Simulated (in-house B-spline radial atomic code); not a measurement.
## How G0W0 and RPA depend on the start: Se+

Configuration [Ar] 3d10 4s2 4p3, highest spin. Computed with an all-electron radial atomic-structure program (B-spline basis): all electrons, non-relativistic, point nucleus, each spin shell either full or empty, empty states to l = 9 with an (l + 1/2)⁻⁴ tail; G0W0 by contour deformation at full frequency.

| start | mean-field 4p up (eV) | G0W0 (eV) | QP weight | RPA correlation (Eh) |
| --- | --- | --- | --- | --- |
| Hartree-Fock | -21.423 | -21.844 | 0.958 | -2.1822 |
| LDA VWN5 | -16.452 | -21.339 | 0.896 | -2.4119 |
| PBE | -16.416 | -21.348 | 0.894 | -2.4068 |
| PBE0 | -17.858 | -21.528 | 0.924 | -2.3432 |
| r2SCAN | -16.926 | ? | ? | ? |
| HSE06 | -17.416 | -21.483 | 0.916 | -2.35 |
| B3LYP (VWN-RPA) | -17.400 | -21.474 | 0.917 | -2.3577 |
| SCAN | -16.947 | -21.415 | 0.915 | -2.3655 |
| TPSS | -16.588 | ? | ? | ? |
| BHandHLYP | -18.950 | -21.622 | 0.939 | -2.2869 |
| CAM-B3LYP | -19.087 | -21.636 | 0.939 | -2.3283 |
| LC-wPBE | -20.738 | -21.739 | 0.952 | -2.3251 |
| wB97X | -20.149 | -21.715 | 0.949 | -2.3124 |
| PBEsol | -16.405 | -21.349 | 0.896 | -2.4085 |
| BLYP | -16.077 | -21.301 | 0.889 | -2.4092 |
| r2SCAN0 | -18.203 | -21.558 | 0.932 | -2.3172 |
| LDA exchange-only | -15.533 | -21.354 | 0.880 | -2.4113 |

Question: What G0W0 level, weight and RPA correlation energy follow from the r2SCAN start?

Answer: G0W0 level -21.441 eV, weight 0.915, RPA correlation -2.3669 hartree.

Question: What G0W0 level, weight and RPA correlation energy follow from the TPSS start?

Answer: G0W0 level -21.391 eV, weight 0.900, RPA correlation -2.3942 hartree.

Question: How much of the dependence on the start does G0W0 remove?

Answer: The mean-field levels span 5.89 eV and the G0W0 levels 0.543 eV. Against 21.196 ± 0.01 eV (NIST, measured) the G0W0 removal energies are off by +0.11 to +0.65 eV, with relativity, Breit and QED terms left out.
